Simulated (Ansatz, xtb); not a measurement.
**Relative energy of two isomers of C4H6BF3**

Structure I: `B[C@@H]1C[C@@H]1C(F)(F)F`, a singlet. Structure II: `B[C@@H]1C[C@H]1C(F)(F)F`, a singlet. Both are isolated molecules in the gas phase, relaxed with PBE-D3(BJ)/def2-SVP; the shapes shown needn't be the lowest conformers.

I (Å):

```xyz
14

C    -1.3917   -0.3514    0.7846
C    -1.8285   -1.8105    0.4945
C    -1.3758   -0.9514   -0.6271
C    -0.0932   -1.2328   -1.3739
B    -0.1263   -0.1585    1.6418
F     0.7108   -2.1204   -0.7431
F    -0.3799   -1.7479   -2.5959
F     0.6285   -0.1034   -1.5749
H    -0.0978    0.6968    2.5065
H     0.8355   -0.8839    1.4902
H    -2.2362    0.3416    0.9318
H    -1.1487   -2.6086    0.8279
H    -2.9010   -2.0375    0.5859
H    -2.1398   -0.5456   -1.3087
```

II (Å):

```xyz
14

C    -0.9493   -1.6954    0.6131
C    -1.0450   -1.6925   -0.9297
C    -0.5635   -0.4739   -0.2379
C    -1.4321    0.7525   -0.1608
B     0.1840   -2.5071    1.2595
F    -1.2478    1.5435   -1.2448
F    -2.7528    0.4421   -0.1035
F    -1.1421    1.4951    0.9325
H     1.2603   -2.5651    0.6877
H     0.0344   -3.0990    2.3113
H    -1.9264   -1.5986    1.1131
H    -0.3144   -2.2870   -1.4973
H    -2.0667   -1.6845   -1.3375
H     0.5051   -0.2155   -0.3011
```

Quicker runs give these differences E(II) − E(I): GFN2-xTB −0.043 eV; HF/STO-3G −0.066 eV (at GFN2-xTB geometries); r2SCAN-D4/def2-SVP −0.075 eV (at GFN2-xTB geometries).

Problem. Estimate E(II) − E(I) at the level CCSD(T)/def2-SVP + ΔMP2/def2-TZVPP.

Solution. Calculated at CCSD(T)/def2-SVP + ΔMP2/def2-TZVPP: E(II) − E(I) = −0.104 eV, so structure II lies lower.

The same difference at several levels:

| level | geometry | E(II) − E(I) (eV) | departure from the last row (eV) | job, with rough time for the two |
| --- | --- | --- | --- | --- |
| GFN2-xTB | GFN2-xTB | −0.043 | +0.061 | optimisation, 0.29 s |
| HF/STO-3G | GFN2-xTB | −0.066 | +0.038 | single point, 0.52 s |
| r2SCAN-D4/def2-SVP | GFN2-xTB | −0.075 | +0.029 | single point, 3.5 s |
| PBE-D3(BJ)/def2-SVP | PBE-D3(BJ)/def2-SVP | −0.074 | +0.030 | optimisation, 33 s |
| HF/def2-SVP | PBE-D3(BJ)/def2-SVP | −0.112 | −0.008 | part of the CCSD(T) run |
| MP2/def2-SVP | PBE-D3(BJ)/def2-SVP | −0.095 | +0.009 | part of the CCSD(T) run |
| CCSD(T)/def2-SVP | PBE-D3(BJ)/def2-SVP | −0.090 | +0.014 | single point |
| CCSD(T)/def2-SVP + ΔMP2/def2-TZVPP | PBE-D3(BJ)/def2-SVP | −0.104 |  | single point, 73 s |

As drawn, both hold the same kinds of bond in the same numbers.

None of the levels shown reverses the order. The largest departure from CCSD(T)/def2-SVP + ΔMP2/def2-TZVPP is that of GFN2-xTB, 0.061 eV. The last row adds to CCSD(T) the change of the MP2 difference between the two basis sets, here −0.014 eV.

With thermal terms from frequencies at re-optimised GFN2-xTB minima (ideal gas, soft modes damped towards free rotors, one conformer each, 298.15 K, 1 atm): the zero-point term adds −0.005 eV; ΔH is −0.105 and ΔG −0.116 eV.

The correlated steps freeze 8 core orbitals. Run with Ansatz 0.2.0, xtb 6.7.1; the last row on 2 threads of Intel(R) Xeon(R) 6975P-C (Granite Rapids) on a shared host.
